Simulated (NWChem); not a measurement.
System: C$_{2}$H$_{4}$BN$_{3}$; SMILES B1(N=CN=C1)N

```xyz
10

N      0.0948    -2.1063     0.0000
B      0.0261    -0.7212     0.0000
C      1.1943     0.3820     0.0000
N      0.6397     1.5476     0.0000
C     -0.8081     1.2692     0.0000
N     -1.2331     0.0640     0.0000
H      0.9570    -2.6333     0.0000
H     -0.7432    -2.6747     0.0000
H      2.2836     0.3214     0.0000
H     -1.4550     2.1482     0.0000
```
Atoms are numbered in this order, from 1.

Program: NWChem. Pople sets run with spherical d functions. Geometry: optimised at B3LYP/6-31G* (spherical d).

### Question
Predict the results for PBE/6-31G*. Quantities: highest occupied level (eV); orbital gap (eV); dipole (D).

### Answer
| Quantity | Value |
|---|---|
| highest occupied level (eV) | -5.34 |
| orbital gap (eV) | 2.21 |
| dipole (D) | 3.70 |
